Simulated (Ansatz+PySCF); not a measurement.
## singlet Cu(+): levels of theory in one basis

A single Cu atom.

Basis set: def2-SVP (spherical functions). Correlated methods keep 5 orbitals frozen. Charge 1, multiplicity 1.

Computed with Ansatz (development build ahead of 0.2.0); each method stands on the lowest determinant of its kind that the runs found.

```tsv
method	E − E(RHF) (eV)	<S²> of the determinant
RHF	0.00	0.00
RHF-MP2	-9.28	–
RHF-CCSD(T)	-8.60	–
```

(1) What does RHF-CCSD give on the same scale?

(2) Is a single determinant a sound starting point here?

## Answers

(1) -8.27 eV.

(2) By this sign, yes. Unrestricted orbitals gain 0.00 eV and <S²> is 0.00 against 0.00 for a pure state.
